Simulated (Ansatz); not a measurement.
bromine atom (Br), doublet; BLYP/6-31G* in Ansatz (an electronic-structure program).

Here is a job for Ansatz.
Ansatz 0.2 input:
```yaml
crystal:
  periodic: [false, false, false]
  atoms:
    - {symbol: Br, position_ang: [0.00000000, 0.00000000, 0.00000000]}
basis:
  gaussian:
    orbitals: 6-31G*
hamiltonian:
  xc: blyp
magnetization: {spin_polarized: true, initial_magnetization: 1}
```

What the program printed (banner, timings and long lists left out):

```
Functional definition: BLYP
303 factors; their error is unknown
mean field evaluation 1: about -70037.6570 eV, gradient 5.4e0 eV
mean field evaluation 2: about -70037.6006 eV, gradient 5.1e0 eV
mean field evaluation 4: about -70037.6973 eV, gradient 2.3e0 eV
mean field evaluation 8: about -70037.6825 eV, gradient 2.7e0 eV
mean field evaluation 16: about -70037.6570 eV, gradient 5.4e0 eV
mean field evaluation 32: about -70037.7239 eV, gradient 7.2e-2 eV
mean field -70037.72396666 eV, -2573.8388825003 hartree, gradient 7.6e-5 eV, S^2 0.750995; 2 other end points of the search recorded, 0 dependent functions left out
reference -70037.72415121 eV, -2573.8388892826 hartree; 18, 17 occupied and 17, 18 virtual orbitals, 303 factors
Total energy: -70037.72415121 eV, -2573.8388892826 hartree
```
